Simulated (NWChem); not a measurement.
# A calculation on silanone (H₂OSi)

```xyz
4

Si     0.0000     0.0000     0.4410
O      0.0000     0.0000    -1.0911
H     -1.2354     0.0000     1.2774
H      1.2354     0.0000     1.2774
```
Charge 0, spin multiplicity 1.

Everything below was run with NWChem. The geometry was optimised at PBE0/def2-SVP, a minimum by its harmonic frequencies.

Symmetry labels belong to the abelian group C2v used in the runs, with the axes of the coordinates shown.

### Question
List the lowest 6 singlet excitations that TD-PBE/aug-cc-pVDZ gives, with oscillator strengths.

### Answer
```json
[
 {"state": "1", "symmetry": "a2", "energy (eV)": "3.65", "wavelength (nm)": "340", "f": "0.000"},
 {"state": "2", "symmetry": "b2", "energy (eV)": "5.65", "wavelength (nm)": "220", "f": "0.001"},
 {"state": "3", "symmetry": "b1", "energy (eV)": "5.74", "wavelength (nm)": "216", "f": "0.051"},
 {"state": "4", "symmetry": "a1", "energy (eV)": "5.81", "wavelength (nm)": "213", "f": "0.042"},
 {"state": "5", "symmetry": "b1", "energy (eV)": "6.35", "wavelength (nm)": "195", "f": "0.001"},
 {"state": "6", "symmetry": "a2", "energy (eV)": "6.68", "wavelength (nm)": "186", "f": "0.000"}
]
```
